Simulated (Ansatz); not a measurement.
C4H12NSi (SMILES CCN([SiH2])CC), doublet, geometry from GFN2-xTB; CASSCF(3,5)/STO-3G in Ansatz (a first-principles code).

Here is a job for Ansatz.
Ansatz 0.2 input:
```yaml
crystal:
  periodic: [false, false, false]
  atoms:
    - {symbol: C, position_ang: [-1.93239150, -1.47112219, 0.25696014]}
    - {symbol: C, position_ang: [-1.32553562, -0.46171361, -0.71936636]}
    - {symbol: N, position_ang: [-0.06838275, 0.09325713, -0.28713217]}
    - {symbol: Si, position_ang: [-0.04628374, 1.47458594, 0.75111578]}
    - {symbol: C, position_ang: [1.04434857, -0.82234279, -0.37274468]}
    - {symbol: C, position_ang: [2.38832638, -0.11628625, -0.29893874]}
    - {symbol: H, position_ang: [-2.06823501, -1.00530731, 1.23054723]}
    - {symbol: H, position_ang: [-1.28325240, -2.33579864, 0.37205335]}
    - {symbol: H, position_ang: [-2.89765528, -1.81076436, -0.11036265]}
    - {symbol: H, position_ang: [-2.02891277, 0.36173648, -0.86133912]}
    - {symbol: H, position_ang: [-1.17808715, -0.94637586, -1.69373206]}
    - {symbol: H, position_ang: [-1.41946614, 1.93339774, 0.93214227]}
    - {symbol: H, position_ang: [0.82214620, 2.50221015, 0.18049989]}
    - {symbol: H, position_ang: [0.99766303, -1.58043063, 0.42527726]}
    - {symbol: H, position_ang: [0.97186331, -1.35422312, -1.33112501]}
    - {symbol: H, position_ang: [3.18980445, -0.83627813, -0.44874125]}
    - {symbol: H, position_ang: [2.45453949, 0.64792164, -1.06871854]}
    - {symbol: H, position_ang: [2.51775690, 0.35569799, 0.67234073]}
basis:
  gaussian:
    orbitals: STO-3G
hamiltonian:
  xc: hf
correlation: {active_space: {window: {electrons: 3, orbitals: 5}}}
magnetization: {spin_polarized: false, initial_magnetization: 1}
```

What the program printed (banner, timings and long lists left out):

```
Functional definition: HF
625 factors; integrals over basis functions are off by at most 4.2e-5 eV
mean field evaluation 1: about -13492.9145 eV, gradient 1.8e1 eV
mean field evaluation 2: about -13493.3027 eV, gradient 1.8e1 eV
mean field evaluation 4: about -13494.7786 eV, gradient 1.9e0 eV
mean field evaluation 8: about -13494.7949 eV, gradient 2.6e-3 eV
mean field -13494.79490722 eV, -495.9245657398 hartree, gradient 5.2e-6 eV, S^2 0.750000; 0 other end points of the search recorded, 0 dependent functions left out
reference -13494.79490722 eV, -495.9245657398 hartree; 29, 28 occupied and 17, 18 virtual orbitals, 625 factors
state -13495.21414524 eV, -495.9399724527 hartree
Total energy: -13495.21414524 eV, -495.9399724527 hartree
```
